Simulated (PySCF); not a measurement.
C2H5N, SMILES N(=C)C. Atoms are numbered in the order given.

```xyz
8

C      0.1335     1.1380     0.0000
N     -0.5319    -0.1378     0.0000
C      0.1804    -1.1734     0.0000
H     -0.1866     1.7067    -0.8771
H     -0.1866     1.7067     0.8771
H      1.2310     1.0642     0.0000
H      1.2800    -1.1487     0.0000
H     -0.2986    -2.1520     0.0000
```

Geometry: PBE0-D3(BJ)/def2-TZVP.

The numbers are results of PySCF with PBE0/pcJ-1, not measurements.

Isotropic couplings with Fermi-contact, spin-dipole and both spin-orbit terms, one fixed conformer, no vibrational averaging. Isotopes: 13C, 14N, 1H.

```json
[
 {"pair": "C1–N2", "bonds apart": "1", "J (Hz)": "[?]"},
 {"pair": "C1–H4", "bonds apart": "1", "J (Hz)": "[?]"},
 {"pair": "C1–H5", "bonds apart": "1", "J (Hz)": "[?]"},
 {"pair": "C1–H6", "bonds apart": "1", "J (Hz)": "[?]"},
 {"pair": "N2–C3", "bonds apart": "1", "J (Hz)": "[?]"},
 {"pair": "C3–H7", "bonds apart": "1", "J (Hz)": "[?]"},
 {"pair": "C3–H8", "bonds apart": "1", "J (Hz)": "[?]"},
 {"pair": "C1–C3", "bonds apart": "2", "J (Hz)": "-5.3"},
 {"pair": "N2–H6", "bonds apart": "2", "J (Hz)": "-0.7"},
 {"pair": "N2–H7", "bonds apart": "2", "J (Hz)": "-3.1"},
 {"pair": "N2–H8", "bonds apart": "2", "J (Hz)": "7.4"},
 {"pair": "H4–H5", "bonds apart": "2", "J (Hz)": "-21.1"},
 {"pair": "H4–H6", "bonds apart": "2", "J (Hz)": "-11.3"},
 {"pair": "H5–H6", "bonds apart": "2", "J (Hz)": "-11.3"},
 {"pair": "H7–H8", "bonds apart": "2", "J (Hz)": "[?]"},
 {"pair": "C1–H7", "bonds apart": "3", "J (Hz)": "15.8"},
 {"pair": "C1–H8", "bonds apart": "3", "J (Hz)": "20.2"},
 {"pair": "C3–H4", "bonds apart": "3", "J (Hz)": "9.3"},
 {"pair": "C3–H5", "bonds apart": "3", "J (Hz)": "9.3"},
 {"pair": "C3–H6", "bonds apart": "3", "J (Hz)": "12.5"},
 {"pair": "H4–H7", "bonds apart": "4", "J (Hz)": "-3.8"},
 {"pair": "H4–H8", "bonds apart": "4", "J (Hz)": "-3.9"},
 {"pair": "H5–H7", "bonds apart": "4", "J (Hz)": "-3.8"},
 {"pair": "H5–H8", "bonds apart": "4", "J (Hz)": "-3.9"},
 {"pair": "H6–H8", "bonds apart": "4", "J (Hz)": "-1.3"}
]
```

Question: Complete the blanks. (The exact figures need the calculation; the answer reports its results.)

Answer: 
- C1–N2, J (Hz): -2.9
- C1–H4, J (Hz): 134.2
- C1–H5, J (Hz): 134.2
- C1–H6, J (Hz): 124.6
- N2–C3, J (Hz): 4.8
- C3–H7, J (Hz): 150.3
- C3–H8, J (Hz): 177.6
- H7–H8, J (Hz): 16.4
